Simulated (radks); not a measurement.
Results of a calculation; reference values are marked as such.
Valence configurations of Nd II (all share [Xe]). Code: a radial shooting solver on a logarithmic mesh with Libxc functionals. Model: Dirac Kohn-Sham, PBE, spin-unpolarised, spherical densities, finite nucleus; open shells fill j = l - 1/2 first; Fermi nuclear charge, rms radius 4.9123 fm. Energies are relative to 4f4 6s1; eigenvalues in eV.

4f4 6s1: E (eV) 0.000; e(4f5/2) -7.738; e(6s1/2) -8.188
4f3.5 6s1.5: E (eV) 0.463; e(4f5/2) -11.332; e(6s1/2) -8.938
4f4 5d1: E (eV) 0.972; e(4f5/2) -5.940; e(5d3/2) -6.185
4f3.5 6s1 6p0.5: E (eV) 1.952; e(4f5/2) -11.834; e(6p1/2) -6.225; e(6s1/2) -9.213
4f3 5d1 6s1: E (eV) 2.247; e(4f5/2) -13.050; e(5d3/2) -8.679; e(6s1/2) -8.734
4f3 6s2: E (eV) 2.477; e(4f5/2) -15.423; e(6s1/2) -9.683
4f2.5 5d1 6s1.5: E (eV) 5.279; e(4f5/2) -17.332; e(5d3/2) -10.113; e(6s1/2) -9.452
4f2 5d1 6s2: E (eV) 10.188; e(4f5/2) -21.973; e(5d3/2) -11.629; e(6s1/2) -10.158
4f1 5d2 6s2: E (eV) 23.405; e(4f5/2) -29.223; e(5d3/2) -13.025; e(6s1/2) -10.548
4f0.5 5d3 6s1.5: E (eV) 30.899; e(4f5/2) -31.611; e(5d3/2) -12.768; e(6s1/2) -10.211

NIST lists [Xe] 4f4 6s1 as the ground configuration; this level of theory agrees among the configurations tried. The energies are those of spherical spin-averaged densities, not of single terms.
